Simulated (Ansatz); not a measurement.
`O=C[SiH2][SiH](O)Cl` + `C=CN[SiH3]` → `C=CN([SiH3])C=O` + `O[SiH]([SiH3])Cl`  (substitution at a C–Si bond)

Program: Ansatz. Geometries: PBE0-D4/def2-TZVP. ΔE: electronic, gas phase. CBS: MP2 limit from def2 TZ/QZ plus the TZ coupled-cluster correction, frozen cores. This one scheme is used for every species. Functionals use def2-TZVPP. B3LYP here is the variant with VWN-RPA as its local correlation; programs differ in this. One conformer a species, not always the lowest.

| level | ΔE (kJ/mol) | difference from CCSD(T)/CBS |
| --- | --- | --- |
| PBE-D4 | -65.6 | -2.0 |
| r2SCAN-D4 | -69.6 | -6.0 |
| PBE0-D4 | -68.1 | -4.5 |
| B3LYP-D4 | -63.9 | -0.3 |
| ωB97X-V | -67.2 | -3.6 |
| ωB97M-V | -64.1 | -0.5 |
| B2PLYP | -64.0 | -0.4 |
| PBE | -62.4 | 1.2 |
| r2SCAN | -68.9 | -5.3 |
| PBE0 | -65.6 | -2.0 |
| B3LYP | -58.8 | 4.8 |
| HF/def2-TZVPP | -61.3 | 2.3 |
| MP2/def2-TZVPP | -71.6 | -8.0 |
| SCS-MP2/def2-TZVPP | -66.4 | -2.8 |
| CCSD/def2-TZVPP | -64.3 | -0.7 |
| CCSD(T)/def2-TZVPP | -67.1 | -3.5 |
| HF/def2-QZVPP | -60.5 | 3.1 |
| MP2/def2-QZVPP | -69.3 | -5.7 |
| SCS-MP2/def2-QZVPP | -64.0 | -0.4 |
| HF/CBS(def2) | -60.4 | 3.2 |
| MP2/CBS(def2) | -68.1 | -4.5 |
| CCSD/CBS(def2) | -60.8 | 2.8 |
| CCSD(T)/CBS | -63.6 | 0 |

Largest T1 diagnostic among the species: 0.015.

From PBE to PBE0 (25 % exact exchange), in def2-TZVPP and without D4, ΔE moves by −3.1 kJ/mol. In def2-TZVPP, CCSD(T) changes the Hartree–Fock value by −5.8 kJ/mol (the triples alone add −2.8 kJ/mol) and MP2 by −10.3 kJ/mol. The D4 term adds −5.1 kJ/mol with B3LYP and −2.5 kJ/mol with PBE0; it sums over pairs of atoms, weighted by their polarisabilities, and B3LYP, whose exchange is more repulsive, gets the larger term.

CCSD(T)/CBS has its own doubt, a few kJ/mol and more with outer-core shells, so smaller differences from it don't rank the levels.
